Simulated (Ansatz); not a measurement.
Wavefunction ladder for C₂H₃BO₂, SMILES `OBC#CO`

Cartesian coordinates in Å:
```
O -1.110 -1.964 0.307
B -0.797 -1.019 -0.615
C 0.040 0.196 -0.277
C 0.707 1.178 -0.041
O 1.409 2.250 0.129
H -0.745 -1.771 1.175
H -1.217 -1.191 -1.721
H 1.712 2.321 1.043
```

Charge 0, multiplicity 1. The geometry is a stationary point of PBE0-D4/def2-TZVP. It is one conformer, not always the lowest. Frozen core, restricted reference, Ansatz 0.2.0. CBS rows extrapolate triple and quadruple zeta; past MP2 they add the triple-zeta difference.

```tsv
basis	HF (Eh)	MP2 corr.
def2-SVP	-251.68271	-0.69487
def2-TZVPP	-251.98396	-0.86622
def2-QZVPP	-251.99530	-0.93078
```

(1) Estimate the CCSD correlation energy and the (T) correction in each basis where they were run (hartree).

Results:

(1) 
```tsv
basis	CCSD corr.	(T)
def2-SVP	-0.72002	-0.02368
def2-TZVPP	-0.88085	-0.03885
CBS(def2)	-0.99323	as TZ
```
